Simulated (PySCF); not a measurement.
C6H13PS.
Atom-mapped SMILES: `[CH3:1][C@@H:2]1[CH2:3][CH2:4][P@@H:5](=[S:6])[C@@H:7]1[CH3:8]` (hydrogens: H9, H10, H11 on C1; H12 on C2; H13, H14 on C3; H15, H16 on C4; H17 on P5; H18 on C7; H19, H20, H21 on C8)

The same species was optimised twice, with GFN2-xTB and with PBE0-D3(BJ)/def2-SVP (PySCF), and the same property calculations (PySCF, gas phase) were run on both structures.

```json
{"coordinate": "P5=S6 (Å)", "GFN2-xTB": "1.930", "PBE0-D3(BJ)/def2-SVP": "1.945", "change": "+0.015"}
{"coordinate": "C7–C8 (Å)", "GFN2-xTB": "1.521", "PBE0-D3(BJ)/def2-SVP": "1.517", "change": "-0.004"}
{"coordinate": "C2–C7 (Å)", "GFN2-xTB": "1.535", "PBE0-D3(BJ)/def2-SVP": "1.539", "change": "+0.004"}
{"coordinate": "C2–C3 (Å)", "GFN2-xTB": "1.534", "PBE0-D3(BJ)/def2-SVP": "1.538", "change": "+0.004"}
{"coordinate": "P5–C7 (Å)", "GFN2-xTB": "1.853", "PBE0-D3(BJ)/def2-SVP": "1.850", "change": "-0.003"}
{"coordinate": "C3–C4 (Å)", "GFN2-xTB": "1.532", "PBE0-D3(BJ)/def2-SVP": "1.534", "change": "+0.002"}
{"coordinate": "C1–C2 (Å)", "GFN2-xTB": "1.524", "PBE0-D3(BJ)/def2-SVP": "1.525", "change": "+0.001"}
{"coordinate": "C4–P5 (Å)", "GFN2-xTB": "1.849", "PBE0-D3(BJ)/def2-SVP": "1.850", "change": "+0.001"}
{"coordinate": "C4–P5–S6 (°)", "GFN2-xTB": "118.3", "PBE0-D3(BJ)/def2-SVP": "119.8", "change": "+1.5"}
{"coordinate": "P5–C7–C8 (°)", "GFN2-xTB": "112.6", "PBE0-D3(BJ)/def2-SVP": "114.1", "change": "+1.5"}
{"coordinate": "C2–C7–C8 (°)", "GFN2-xTB": "117.1", "PBE0-D3(BJ)/def2-SVP": "118.4", "change": "+1.3"}
{"coordinate": "C1–C2–C3 (°)", "GFN2-xTB": "111.2", "PBE0-D3(BJ)/def2-SVP": "112.4", "change": "+1.2"}
{"coordinate": "C1–C2–C7 (°)", "GFN2-xTB": "112.6", "PBE0-D3(BJ)/def2-SVP": "113.7", "change": "+1.1"}
{"coordinate": "S6–P5–C7 (°)", "GFN2-xTB": "118.1", "PBE0-D3(BJ)/def2-SVP": "117.5", "change": "-0.6"}
{"coordinate": "C3–C4–P5 (°)", "GFN2-xTB": "104.7", "PBE0-D3(BJ)/def2-SVP": "105.3", "change": "+0.6"}
{"coordinate": "C4–P5–C7 (°)", "GFN2-xTB": "95.0", "PBE0-D3(BJ)/def2-SVP": "94.8", "change": "-0.2"}
```

Rotational constants: A = 2299, B = 1099, C = 857.7 MHz (GFN2-xTB) against A = 2277, B = 1085, C = 845.5 MHz (PBE0-D3(BJ)/def2-SVP). Point groups within 0.08 Å: C1 and C1.

On the GFN2-xTB structure: HOMO (eV) -6.36 [PBE0/pcSseg-1]; LUMO (eV) 0.47 [PBE0/pcSseg-1]; dipole (D) 5.09 [PBE0/pcSseg-1]; GIAO shielding of C1 (ppm) 169.9 [PBE0/pcSseg-1]; GIAO shielding of C2 (ppm) 145.0 [PBE0/pcSseg-1]; GIAO shielding of C3 (ppm) 150.9 [PBE0/pcSseg-1]; GIAO shielding of C4 (ppm) 152.1 [PBE0/pcSseg-1]; GIAO shielding of P5 (ppm) 298.9 [PBE0/pcSseg-1]; GIAO shielding of S6 (ppm) 776.7 [PBE0/pcSseg-1]; GIAO shielding of C7 (ppm) 134.6 [PBE0/pcSseg-1]; GIAO shielding of C8 (ppm) 174.1 [PBE0/pcSseg-1].

Question: What do these properties become on the PBE0-D3(BJ)/def2-SVP structure?

Answer: 
```tsv
property	level	on GFN2-xTB	on PBE0-D3(BJ)/def2-SVP	change
HOMO (eV)	PBE0/pcSseg-1	-6.36	-6.35	+0.01
LUMO (eV)	PBE0/pcSseg-1	0.47	0.38	-0.09
dipole (D)	PBE0/pcSseg-1	5.09	5.13	+0.04
energy, GFN2-xTB geometry as zero (kcal/mol)	PBE0/pcSseg-1	0.0	-0.9	-0.9
GIAO shielding of C1 (ppm)	PBE0/pcSseg-1	169.9	168.9	-1.0
GIAO shielding of C2 (ppm)	PBE0/pcSseg-1	145.0	144.0	-1.0
GIAO shielding of C3 (ppm)	PBE0/pcSseg-1	150.9	150.5	-0.4
GIAO shielding of C4 (ppm)	PBE0/pcSseg-1	152.1	152.0	-0.1
GIAO shielding of P5 (ppm)	PBE0/pcSseg-1	298.9	296.6	-2.3
GIAO shielding of S6 (ppm)	PBE0/pcSseg-1	776.7	760.3	-16.4
GIAO shielding of C7 (ppm)	PBE0/pcSseg-1	134.6	133.5	-1.1
GIAO shielding of C8 (ppm)	PBE0/pcSseg-1	174.1	173.0	-1.1
```

The heavy atoms differ by 0.041 Å rms after alignment. Among bonds between heavy atoms P5=S6 changes most (+0.015 Å). Changes are differences of the printed values. Neither structure is proved a minimum here.
